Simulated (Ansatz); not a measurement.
Coupled-cluster diagnostics for the cluster CaTe₂ (the lowest singlet isomer of a short search), Ansatz.

Geometry of the singlet (r2SCAN-D4/def2-TZVP):

Cartesian coordinates in Å:
```
Ca -1.5158 -0.5404 0.2057
Te 0.9473 -0.6616 -1.1551
Te 0.5685 1.2020 0.9494
```

In the def2 sets Te takes a core potential; there is no spin–orbit coupling. Correlated methods freeze 13 core orbitals; core or outer-core shells of Ca, Te are correlated, in sets that lack core-valence functions. At PBE0-D4/def2-TZVP a singlet of charge 0 lies 0.69 eV below the triplet, each at its own geometry. At PBE0-D4/def2-TZVP a singlet of charge 0 lies 2.72 eV below the quintet, each at its own geometry. The structure comes from a short search, and lower isomers may exist.

Geometry of the charge 0 triplet (r2SCAN-D4/def2-TZVP):

```tsv
atom	x (Å)	y (Å)	z (Å)
Ca1	-0.019	-1.784	-0.451
Te2	-1.195	1.044	-0.324
Te3	1.213	0.740	0.774
```

Geometry of the charge 0 quintet (r2SCAN-D4/def2-TZVP):

```xyz
3

Ca   -1.0790    1.0306    1.0397
Te   -0.2174   -1.7442   -0.0871
Te    1.2964    0.7136   -0.9525
```

(1) Estimate the CCSD(T) correlation energy, the shares of MP2 and (T), T1 and the reference's ⟨S²⟩ for: charge 0, singlet, own geometry in def2-TZVPP; charge 0, triplet, own geometry in def2-TZVPP; charge 0, quintet, own geometry in def2-TZVPP; charge 1, doublet, vertical in def2-TZVPP; and the rough time on 4 threads of Intel Xeon on a shared host.

Results:

(1) 
| state | basis | correlation (eV) | MP2 share (%) | (T) share (%) | T1 | ⟨S²⟩ (pure) | wall time |
| --- | --- | --- | --- | --- | --- | --- | --- |
| charge 0, singlet, own geometry | def2-TZVPP | -30.063 | 100.8 | 2.7 | 0.012 | 0.00 (0.00) | 15 s |
| charge 0, triplet, own geometry | def2-TZVPP | -29.606 | 100.6 | 2.6 | 0.015 | 2.03 (2.00) | 34 s |
| charge 0, quintet, own geometry | def2-TZVPP | -28.668 | 100.3 | 2.1 | 0.037 | 6.03 (6.00) | 61 s |
| charge 1, doublet, vertical | def2-TZVPP | -29.465 | 100.3 | 2.7 | 0.024 | 0.79 (0.75) | 42 s |
Customary marks for T1 are 0.02 (closed shells), 0.045 (open shells) and about 0.05 (3d metals). T1 exceeds 0.02 in 2 of 4 rows and 0.045 in 0; the higher it lies, the less the single-reference result can be trusted.
